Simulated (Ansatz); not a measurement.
FK (SMILES [F][K]), singlet, geometry from GFN2-xTB (such geometries of metal compounds can be far from the true shape). Base run: PBE0/3-21G run with Ansatz (an electronic-structure program).

Ansatz was given this input:
Ansatz 0.2 input:
```yaml
crystal:
  periodic: [false, false, false]
  atoms:
    - {symbol: K, position_ang: [-0.00000000, -0.00000000, -0.64992819]}
    - {symbol: F, position_ang: [0.00000000, 0.00000000, 1.37207062]}
basis:
  gaussian:
    orbitals: 3-21G.json
hamiltonian:
  xc: pbe0
```
The basis file holds 3-21G in the JSON format of the Basis Set Exchange.

The base run was repeated with changes; each row names its change, and settings that it needs were set with it.

| change | basis functions | E (Eh) |
|---|---|---|
| base | 26 | -695.90931 |
| basis = x2c-SVPall; relativity = spin-free X2C | 38 | -701.75502 |
| basis = x2c-SVPall; relativity = spin-free X2C; nucleus = Gaussian | 38 | -701.75425 |
| basis = jorge-DZP-DKH; relativity = spin-free X2C | 46 | -701.93886 |
| basis = ANO-RCC-VDZP; relativity = spin-free X2C; nucleus = Gaussian | 36 | -701.98473 |
| basis = x2c-SVPall; relativity = none | 38 | -698.95161 |
| basis = ANO-RCC-VDZP; relativity = none | 36 | -698.80823 |
| basis = ANO-RCC-VDZP; relativity = spin-free X2C | 36 | -701.98565 |
| basis = jorge-DZP-DKH; relativity = none | 46 | -699.10582 |
| basis = jorge-DZP-DKH; relativity = spin-free X2C; nucleus = Gaussian | 46 | -701.93800 |

Absolute energies of different levels of theory aren't comparable as measures of quality.

Ansatz warned in this series: the basis is contracted for relativity, which the run leaves out.

Basis sets contracted for a relativistic Hamiltonian are a mismatch without it, so the rows without relativity aren't non-relativistic limits. No row has spin-orbit coupling; sets with core potentials leave out the core electrons.
